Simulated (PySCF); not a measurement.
Compound: C₂H₁₁NSi₂.
Numbering: `[CH3:1][CH2:2][Si@@H:3]([NH2:4])[SiH3:5]` (hydrogens: H6, H7, H8 on C1; H9, H10 on C2; H11 on Si3; H12, H13 on N4; H14, H15, H16 on Si5)

The same species was optimised twice, with GFN2-xTB and with PBE0-D3(BJ)/def2-SVP (PySCF), and the same property calculations (PySCF, gas phase) were run on both structures.

```
      coordinate  GFN2-xTB  PBE0-D3(BJ)/def2-SVP  change
     Si3–Si5 (Å)     2.304                 2.346  +0.042
     Si5–H14 (Å)     1.466                 1.498  +0.032
     Si5–H16 (Å)     1.466                 1.498  +0.032
     Si5–H15 (Å)     1.467                 1.499  +0.032
     Si3–H11 (Å)     1.486                 1.509  +0.023
      C2–Si3 (Å)     1.907                 1.885  -0.022
       C1–H7 (Å)     1.088                 1.102  +0.014
       C1–H8 (Å)     1.088                 1.102  +0.014
      Si3–N4 (Å)     1.729                 1.742  +0.013
       C2–H9 (Å)     1.092                 1.104  +0.012
       C1–H6 (Å)     1.089                 1.102  +0.013
      C2–H10 (Å)     1.091                 1.103  +0.012
      N4–H13 (Å)     1.007                 1.015  +0.008
      N4–H12 (Å)     1.008                 1.016  +0.008
       C1–C2 (Å)     1.523                 1.527  +0.004
 Si5–Si3–H11 (°)     113.2                 107.8    -5.4
 Si3–Si5–H14 (°)     114.8                 110.9    -3.9
   C2–Si3–N4 (°)     105.8                 109.1    +3.3
 H14–Si5–H16 (°)     105.9                 108.2    +2.3
 H14–Si5–H15 (°)     105.7                 107.9    +2.2
 H15–Si5–H16 (°)     105.7                 107.9    +2.2
  Si3–C2–H10 (°)     109.7                 107.6    -2.1
  N4–Si3–H11 (°)     112.7                 114.7    +2.0
C1–C2–Si3–N4 (°)        63                    60      -3
```

Rotational constants: A = 4906, B = 1599, C = 1320 MHz (GFN2-xTB) against A = 4702, B = 1603, C = 1305 MHz (PBE0-D3(BJ)/def2-SVP). Point groups within 0.08 Å: C1 and C1.

On the GFN2-xTB structure: lowest singlet, TDDFT (eV) 6.17 [CAM-B3LYP/def2-SVPD]; lowest triplet, Tamm–Dancoff (eV) 5.80 [CAM-B3LYP/def2-SVPD]; isotropic polarisability (au) 89.8 [CAM-B3LYP/def2-SVPD]; HOMO (eV) -8.65 [CAM-B3LYP/def2-SVPD]; LUMO (eV) 0.95 [CAM-B3LYP/def2-SVPD]; dipole (D) 1.26 [CAM-B3LYP/def2-SVPD]; HOMO (eV) -7.19 [PBE0/pcSseg-1]; LUMO (eV) 0.24 [PBE0/pcSseg-1]; dipole (D) 1.41 [PBE0/pcSseg-1]; GIAO shielding of C1 (ppm) 175.5 [PBE0/pcSseg-1]; GIAO shielding of C2 (ppm) 176.0 [PBE0/pcSseg-1]; GIAO shielding of Si3 (ppm) 372.8 [PBE0/pcSseg-1]; GIAO shielding of N4 (ppm) 261.4 [PBE0/pcSseg-1]; GIAO shielding of Si5 (ppm) 470.7 [PBE0/pcSseg-1].

Q: What do these properties become on the PBE0-D3(BJ)/def2-SVP structure?

A: 
| property | level | on GFN2-xTB | on PBE0-D3(BJ)/def2-SVP | change |
| --- | --- | --- | --- | --- |
| lowest singlet, TDDFT (eV) | CAM-B3LYP/def2-SVPD | 6.17 | 6.22 | +0.05 |
| lowest triplet, Tamm–Dancoff (eV) | CAM-B3LYP/def2-SVPD | 5.80 | 5.84 | +0.04 |
| isotropic polarisability (au) | CAM-B3LYP/def2-SVPD | 89.8 | 92.0 | +2.2 |
| HOMO (eV) | CAM-B3LYP/def2-SVPD | -8.65 | -8.68 | -0.03 |
| LUMO (eV) | CAM-B3LYP/def2-SVPD | 0.95 | 0.91 | -0.04 |
| dipole (D) | CAM-B3LYP/def2-SVPD | 1.26 | 1.28 | +0.02 |
| energy, GFN2-xTB geometry as zero (kcal/mol) | CAM-B3LYP/def2-SVPD | 0.0 | -1.9 | -1.9 |
| HOMO (eV) | PBE0/pcSseg-1 | -7.19 | -7.25 | -0.06 |
| LUMO (eV) | PBE0/pcSseg-1 | 0.24 | 0.28 | +0.04 |
| dipole (D) | PBE0/pcSseg-1 | 1.41 | 1.43 | +0.02 |
| energy, GFN2-xTB geometry as zero (kcal/mol) | PBE0/pcSseg-1 | 0.0 | -2.1 | -2.1 |
| GIAO shielding of C1 (ppm) | PBE0/pcSseg-1 | 175.5 | 174.0 | -1.5 |
| GIAO shielding of C2 (ppm) | PBE0/pcSseg-1 | 176.0 | 174.1 | -1.9 |
| GIAO shielding of Si3 (ppm) | PBE0/pcSseg-1 | 372.8 | 373.4 | +0.6 |
| GIAO shielding of N4 (ppm) | PBE0/pcSseg-1 | 261.4 | 257.6 | -3.8 |
| GIAO shielding of Si5 (ppm) | PBE0/pcSseg-1 | 470.7 | 460.1 | -10.6 |

The heavy atoms differ by 0.036 Å rms after alignment. Among all bonds Si3–Si5 changes most (+0.042 Å). Changes are differences of the printed values. Neither structure is proved a minimum here.

Shape of the structure used: `[CH3:1][CH2:2][Si@@H:3]([NH2:4])[SiH3:5]`: C1–C2–Si3–N4 60°, H–N4–Si3–C2 -59°, H–N4–Si3–C2 165°.
